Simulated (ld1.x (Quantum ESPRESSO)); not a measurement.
**Building the TM potential for silicon (revPBE, scalar-relativistic).**

```json
{"Element": "Si (Z = 14)", "Generator": "ld1.x (Quantum ESPRESSO) 7.5", "Type": "norm-conserving Troullier–Martins (Kleinman–Bylander form)", "Functional": "revPBE", "Relativity": "scalar-relativistic", "Frozen core": "[Ne]", "Valence charge": "4", "Reference configuration": "3s2 3p1.5 (charge +0.5)", "Partial waves": "3p (bound): rc 2.20 bohr; 3s (bound): rc 1.90 bohr", "Local potential": "the s channel", "Core correction": "none"}
```

All-electron outer shells of the reference configuration (revPBE, scalar-relativistic, ld1.x):

| shell | level (eV) | outermost node (bohr) | outermost maximum (bohr) |
| --- | --- | --- | --- |
| 3s | -14.70 | 0.72 | 1.77 |
| 3p | -7.66 | 0.72 | 2.09 |

(1) Estimate the cutoffs (Ry, on a coarse ladder) from which the occupation-weighted sum of valence levels, in a spherical-Bessel basis at the reference potential, stays within 10 and 1 mRy of its value at 400 Ry.

(2) Does the potential have ghost states?

(3) Which valence shell sets the plane-wave cutoff?

(4) Tests: 3s2 3p2; 3s2 3p1; 3s2 3p0; 3s0 3p4; 3s1 3p0; 3s2 3p2.3; 3s1 3p3. Which has the largest error in its energy relative to the reference configuration, and how large is it?

Results:

(1) 15 Ry and 35 Ry.

(2) No extra level below or beside the all-electron valence levels (p, s, d, f tested).

(3) 3s: its level needs 35 Ry to come within 1 mRy, against 8 Ry for 3p.

(4) 3s1 3p0, with -14 meV (all-electron minus pseudo) on +54.65 eV.
